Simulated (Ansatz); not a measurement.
One change: `C[S][Zn][S]C` becomes `C[S][Zn][SH]`.

Ansatz, PBE0-D4/def2-TZVP geometries, multiplicity 1. Each molecule was computed in one conformer, which needn't be the lowest.

Scalar relativity is left out up to krypton.

```
                                          property  `C[S][Zn][S]C`
               HOMO energy (B3LYP/def2-TZVPP) / eV           -6.55
  size of the dipole moment (B3LYP/def2-TZVPP) / D            1.85
    size of the dipole moment (PBE/def2-TZVPP) / D            1.87
                LUMO energy (PBE0/def2-TZVPP) / eV           -0.77
             HOMO–LUMO gap (B3LYP/def2-TZVPP) / eV            5.52
size of the dipole moment (ωB97M-V/def2-TZVPP) / D            1.82
```

(1) Give the same properties after the change, and the shifts. (An estimate is asked.)

## Answers

(1) The calculation gave: 
```csv
property,`C[S][Zn][SH]`,shift
HOMO energy (B3LYP/def2-TZVPP) / eV,-6.66,-0.11
size of the dipole moment (B3LYP/def2-TZVPP) / D,1.61,-0.24
size of the dipole moment (PBE/def2-TZVPP) / D,1.63,-0.24
LUMO energy (PBE0/def2-TZVPP) / eV,-0.86,-0.09
HOMO–LUMO gap (B3LYP/def2-TZVPP) / eV,5.52,0.00
size of the dipole moment (ωB97M-V/def2-TZVPP) / D,1.57,-0.25
```

The zero-point energy changes by -78.7 kJ/mol with -9 modes. Dipoles are sizes alone; their direction can turn.

B3LYP here is the variant with VWN-RPA as its local correlation; programs differ in this.
